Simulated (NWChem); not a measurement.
System: AsH2, doublet; SMILES [AsH2]

NWChem printed, in part:

```
             Northwest Computational Chemistry Package (NWChem) 7.3.0
             --------------------------------------------------------

 C2V symmetry detected

                             Geometry "geometry" -> ""
                             -------------------------

 Output coordinates in angstroms (scale by  1.889725989 to convert to a.u.)

  No.       Tag          Charge          X              Y              Z
 ---- ---------------- ---------- -------------- -------------- --------------
    1 As                  33.0000     0.00000000     0.00000000     0.06245269
    2 H                    1.0000     1.09338300     0.00000000    -1.03046931
    3 H                    1.0000    -1.09338300     0.00000000    -1.03046931

 Effective nuclear repulsion energy (a.u.)      22.8337130427

      Symmetry information
      --------------------

 Group name             C2v
 Group number             16
 Group order               4
 No. of unique centers     2

                                Z-matrix (autoz)
                                --------

 Units are Angstrom for bonds and degrees for angles

      Type          Name      I     J     K     L     M      Value
      ----------- --------  ----- ----- ----- ----- ----- ----------
    1 Stretch                  1     2                       1.54595
    2 Stretch                  1     3                       1.54595
    3 Bend                     2     1     3                90.02416

  pbe96 is a nonlocal functional; adding pw91lda local functional.

                           NWChem Geometry Optimization
                           ----------------------------

 maximum gradient threshold         (gmax) =   0.000450
 rms gradient threshold             (grms) =   0.000300
 maximum cartesian step threshold   (xmax) =   0.001800
 rms cartesian step threshold       (xrms) =   0.001200
 fixed trust radius                (trust) =   0.300000
 source of zmatrix                         =   autoz

          -------------------
          Energy Minimization
          -------------------

 Using diagonal initial Hessian
 Scaling for Hessian diagonals: bonds = 1.00  angles = 0.25  torsions = 0.10

          --------
          Step   0

                                 NWChem DFT Module
                                 -----------------

[...]

      ----------------------
      Optimization converged
      ----------------------

  Step       Energy      Delta E   Gmax     Grms     Xrms     Xmax
  ---- ---------------- -------- -------- -------- -------- --------
@    2   -2236.69427311 -1.8D-07  0.00004  0.00002  0.00044  0.00098
                                     ok       ok       ok       ok

                                Z-matrix (autoz)
                                --------

 Units are Angstrom for bonds and degrees for angles

      Type          Name      I     J     K     L     M      Value     Gradient
      ----------- --------  ----- ----- ----- ----- ----- ---------- ----------
    1 Stretch                  1     2                       1.54050   -0.00000
    2 Stretch                  1     3                       1.54050   -0.00000
    3 Bend                     2     1     3                89.95737   -0.00004

                         Geometry "geometry" -> "geometry"
                         ---------------------------------

 Output coordinates in angstroms (scale by  1.889725989 to convert to a.u.)

  No.       Tag          Charge          X              Y              Z
 ---- ---------------- ---------- -------------- -------------- --------------
    1 As                  33.0000     0.00000000     0.00000000     0.06030897
    2 H                    1.0000     1.08889594     0.00000000    -1.02939746
    3 H                    1.0000    -1.08889594     0.00000000    -1.02939746

 Effective nuclear repulsion energy (a.u.)      22.9145841577

      Symmetry information
      --------------------

 Group name             C2v
 Group number             16
 Group order               4
 No. of unique centers     2

[...]

 Rotational Constants
 --------------------
 A=   7.232618 cm-1  ( 10.405892 K)
 B=   7.053622 cm-1  ( 10.148363 K)
 C=   3.571000 cm-1  (  5.137757 K)

 Temperature                      =   298.15K
 frequency scaling parameter      =   1.0000

 Zero-Point correction to Energy  =    7.409 kcal/mol  (  0.011807 au)
 Thermal correction to Energy     =    9.212 kcal/mol  (  0.014681 au)
 Thermal correction to Enthalpy   =    9.805 kcal/mol  (  0.015625 au)

 Total Entropy                    =   52.491 cal/mol-K
   - Translational                =   38.919 cal/mol-K (mol. weight =  76.9372)
   - Rotational                   =   13.462 cal/mol-K (symmetry #  =        2)
   - Vibrational                  =    0.110 cal/mol-K

 Cv (constant volume heat capacity) =    6.392 cal/mol-K
   - Translational                  =    2.979 cal/mol-K
   - Rotational                     =    2.979 cal/mol-K
   - Vibrational                    =    0.434 cal/mol-K

[normal modes left out]

 ----------------------------------------------------------------------------
 Normal Eigenvalue ||           Projected Infra Red Intensities
  Mode   [cm**-1]  || [atomic units] [(debye/angs)**2] [(KM/mol)] [arbitrary]
 ------ ---------- || -------------- ----------------- ---------- -----------
    1        0.000 ||    0.000020           0.000         0.020       0.008
    2        0.000 ||    0.000380           0.009         0.370       0.157
    3        0.000 ||    0.000380           0.009         0.370       0.157
    4        0.000 ||    0.000000           0.000         0.000       0.000
    5        0.000 ||    0.000004           0.000         0.004       0.002
    6        0.000 ||    0.000382           0.009         0.372       0.157
    7      964.146 ||    0.014861           0.343        14.487       6.125
    8     2104.634 ||    0.094372           2.177        91.999      38.896
    9     2116.247 ||    0.107963           2.491       105.247      44.498
 ----------------------------------------------------------------------------
```

Level: PBE/def2-TZVPP, spin-unrestricted. In the optimisation the excess spin sits in b1 (C2v, its own frame). No stability test was run on the SCF state.

**Question.** Which NWChem input produces such a log?

**Answer.** Several could match; the one computed here: the input that was run:
```
start job
memory heap 200 mb stack 900 mb global 1100 mb
geometry units angstroms
  As     0.000000     0.000000     0.073623
  H      0.000000    -1.093383    -1.019299
  H      0.000000     1.093383    -1.019299
end
basis spherical
  As library def2-tzvpp
  H library def2-tzvpp
end
dft
  odft
  mult 2
  xc xpbe96 cpbe96
  iterations 150
end
driver
  maxiter 120
end
task dft optimize
task dft freq
```
